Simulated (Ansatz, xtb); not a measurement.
# Relative energy of two isomers of C3H6FNSi

We compare a, `C[Si](C)(F)C#N`, a singlet, with b, `C[Si@@H](F)CC#N`, a singlet. Both are isolated molecules in the gas phase, relaxed with PBE0-D3(BJ)/def2-SVP; each stands in its lowest conformer found.

Quicker runs give these differences E(b) − E(a): GFN2-xTB −13.8 kcal/mol; HF/STO-3G +19.9 kcal/mol (at GFN2-xTB geometries); r2SCAN-D4/def2-SVP +12.4 kcal/mol (at GFN2-xTB geometries).

Q: Estimate E(b) − E(a) at the level CCSD(T)/def2-SVP + ΔMP2/def2-TZVPP.

A: Calculated at CCSD(T)/def2-SVP + ΔMP2/def2-TZVPP: E(b) − E(a) = +14.2 kcal/mol, so structure a lies lower.

How the difference moves with the method:

```csv
level,geometry,E(b) − E(a) (kcal/mol),departure from the last row (kcal/mol),"job, with rough time for the two"
GFN2-xTB,GFN2-xTB,−13.8,−28.0,"optimisation, 0.42 s"
HF/STO-3G,GFN2-xTB,+19.9,+5.7,"single point, 1.1 s"
r2SCAN-D4/def2-SVP,GFN2-xTB,+12.4,−1.7,"single point, 8.7 s"
PBE0-D3(BJ)/def2-SVP,PBE0-D3(BJ)/def2-SVP,+11.1,−3.1,"optimisation, 88 s"
HF/def2-SVP,PBE0-D3(BJ)/def2-SVP,+12.4,−1.8,part of the CCSD(T) run
MP2/def2-SVP,PBE0-D3(BJ)/def2-SVP,+13.0,−1.2,part of the CCSD(T) run
CCSD(T)/def2-SVP,PBE0-D3(BJ)/def2-SVP,+12.5,−1.6,single point
CCSD(T)/def2-SVP + ΔMP2/def2-TZVPP,PBE0-D3(BJ)/def2-SVP,+14.2,,"single point, 2 min"
```

As drawn, b has 1 C–C, 1 Si–H in place of 1 C–Si, 1 C–H.

GFN2-xTB puts the two in the other order. The largest departure from CCSD(T)/def2-SVP + ΔMP2/def2-TZVPP is that of GFN2-xTB, 28.0 kcal/mol. The last row adds to CCSD(T) the change of the MP2 difference between the two basis sets, here +1.6 kcal/mol.

With thermal terms from frequencies at re-optimised GFN2-xTB minima (ideal gas, soft modes damped towards free rotors, one conformer each, 298.15 K, 1 atm): on the last row, ΔE + ΔZPE = +13.2, ΔH = +12.7, ΔG = +13.6 kcal/mol.

The correlated steps freeze 10 core orbitals. Mirror images aren't counted in ΔG. Codes used: Ansatz 0.2.0, xtb 6.7.1; the last row on 2 threads of AMD EPYC (Zen 3) on a shared host.
